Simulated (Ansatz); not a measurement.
`[GeH3][SiH2][SiH2][GeH3]` at its PBE0-D4/def2-TZVP geometry, where that method's forces vanish. The species carries charge 0 and has multiplicity 1.

```xyz
14

Ge    2.3593   -0.1647    0.2802
Si    0.5704   -1.3236   -0.7795
Si   -1.2468    0.1168   -1.0572
Ge   -1.8701    1.0375    1.0476
H     1.9346    0.2872    1.6877
H     3.6031   -1.0598    0.4103
H     2.7404    1.0849   -0.5316
H     0.1622   -2.4713    0.0779
H     1.0296   -1.8604   -2.0910
H    -2.4084   -0.6010   -1.6526
H    -0.8617    1.2248   -1.9753
H    -2.1721   -0.0867    2.0530
H    -0.7213    1.8908    1.6111
H    -3.1193    1.9254    0.9193
```

What forces (eV/Å) does ωB97M-V/def2-TZVPP give on these atoms in Ansatz? (An estimate is asked.)

Computed: 
```
Ge1  0.030  0.005  0.010
Si2  0.019 -0.102 -0.026
Si3 -0.060  0.029 -0.084
Ge4 -0.019  0.015  0.021
H5   0.028 -0.030 -0.095
H6  -0.096  0.070 -0.009
H7  -0.029 -0.085  0.057
H8   0.042  0.124 -0.089
H9  -0.052  0.062  0.146
H10  0.130  0.078  0.067
H11 -0.038 -0.118  0.099
H12  0.023  0.077 -0.069
H13 -0.077 -0.058 -0.038
H14  0.098 -0.068  0.011
```
